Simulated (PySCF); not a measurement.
Cartesian coordinates in Å; atom numbers follow the order of the lines, from 1:
```xyz
25

Si   -0.204   -0.138   -0.583
C    -0.129   -0.309    1.307
C    -1.473   -0.167    1.934
C    -2.255   -1.166    2.355
H     0.568    0.461    1.677
H     0.314   -1.293    1.537
H    -1.859    0.858    2.015
H    -1.929   -2.210    2.302
H    -3.247   -0.976    2.774
C     1.583   -0.111   -1.239
C     2.322    1.110   -0.812
C     3.218    1.181    0.178
H     1.535   -0.178   -2.340
H     2.084   -1.025   -0.878
H     2.065    2.037   -1.342
H     3.516    0.292    0.745
H     3.690    2.127    0.453
C    -1.078    1.463   -1.043
H    -1.086    1.612   -2.134
H    -0.580    2.333   -0.586
H    -2.123    1.450   -0.698
C    -1.115   -1.614   -1.303
H    -2.118   -1.698   -0.856
H    -0.576   -2.553   -1.098
H    -1.231   -1.522   -2.394
```

Geometry: PBE0-D3(BJ)/def2-SVP; GIAO absolute shieldings from PySCF 2.14.0 with density-fitted response routines, gas phase, non-relativistic, averaged over equivalent atoms.

At wB97X-D/pcSseg-1 (240 basis functions):
```csv
atoms,σ (ppm)
Si1,351.3
C3/C11,39.2
C4/C12,63.5
C2/C10,161.2
C18/C22,189.5
H7/H15,25.48
H8/H9/H16/H17,26.24
H5/H6/H13/H14,29.96
H19/H20/H21/H23/H24/H25,31.37
```

Task: Predict the values at PBE0/pcSseg-1 on the same geometry.

Result: 
| atoms | σ at PBE0/pcSseg-1 | change |
| --- | --- | --- |
| Si1 | 352.0 | +0.7 |
| C3/C11 | 40.2 | +1.0 |
| C4/C12 | 64.3 | +0.8 |
| C2/C10 | 159.6 | -1.6 |
| C18/C22 | 189.4 | -0.1 |
| H7/H15 | 25.35 | -0.13 |
| H8/H9/H16/H17 | 26.13 | -0.11 |
| H5/H6/H13/H14 | 29.76 | -0.20 |
| H19/H20/H21/H23/H24/H25 | 31.26 | -0.11 |

The largest change is at C2/C10 (carbon bonded to C, Si, 2 H). Cost: 240 basis functions. The order of the carbon signals is the same at both levels.
